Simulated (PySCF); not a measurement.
A GIAO shielding run with PySCF 2.14.0 with density-fitted response routines (density fitting, non-relativistic, gas phase) on SMILES CC[C@](C#C)(F)[SiH2]S, C5H9FSSi:

```
$ OMP_NUM_THREADS=1 python probes_run.py task.json out

{"job": {"kind": "nmr", "xc": "PBE0", "basis": "pcSseg-1"}, "charge": 0, "multiplicity": 1}
C     -1.491644    -0.196710     2.135826
C     -0.968383    -0.502000     1.101955
C     -0.373198    -0.839438    -0.171403
F     -0.828558    -2.119553    -0.543321
C      1.151049    -0.921884    -0.062337
C      1.779342     0.417852     0.291368
Si    -1.028534     0.320081    -1.582722
S     -1.270958     2.319329    -0.841466
H     -1.929267     0.053025     3.056014
H      1.537268    -1.281316    -1.018711
H      1.402787    -1.664479     0.700419
H      1.582113     1.157881    -0.482404
H      1.380882     0.789729     1.233389
H      2.856159     0.308482     0.393025
H     -0.042359     0.392496    -2.650346
H     -2.318185    -0.212020    -2.001118
H     -1.445512     1.990555     0.431920
```

Hardware: 1 thread of an Arm Neoverse N1, shared host. The job also computes population analyses, field gradients.

(1) How large is the calculation?

(2) How long does it take, and how much memory does it need?

Results:

(1) 78 electrons, 195 basis functions and 1056 auxiliary functions.

(2) 73 s of wall time, with 14 SCF cycles and 5 response iterations; peak memory 0.88 GiB. Times on a shared host scatter by some tens of per cent.
